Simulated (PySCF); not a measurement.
## Working out the ionisation energy of As

As [Ar] 3d10 4s2 4p3 (4S) → As⁺ [Ar] 3d10 4s2 4p2 (3P). Calculation: PySCF 2.14, in cc-pVDZ-DK (5s4p2d, 27 functions); scalar relativity by spin-free X2C-1e. Frozen: [Ar] 3d10. Energies in hartree (1 hartree = 27.21139 eV):

| part | As (lower) | As⁺ (upper) |
| --- | --- | --- |
| UHF | -2258.916901 | -2258.570557 |
| CCSD correlation | -0.068635 | -0.058350 |
| (T) | -0.000694 | -0.000609 |

**Question.** What does Hartree-Fock give?

**Answer.** (-2258.570557) − (-2258.916901) = 0.346344 hartree = 9.425 eV.

**Question.** What do CCSD and CCSD(T) give?

**Answer.** The CCSD correlation energies differ by 0.010285 hartree = 0.280 eV and the triples by 0.000085 hartree = 0.002 eV, so CCSD gives 9.705 eV and CCSD(T) 9.707 eV.

Measured between the centres of the two terms (NIST): 10.008 eV, so CCSD(T) (valence) is off by -0.301 eV.

A double-zeta basis recovers only part of the correlation energy.

What remains against the reference includes basis incompleteness, the frozen core and higher excitations.
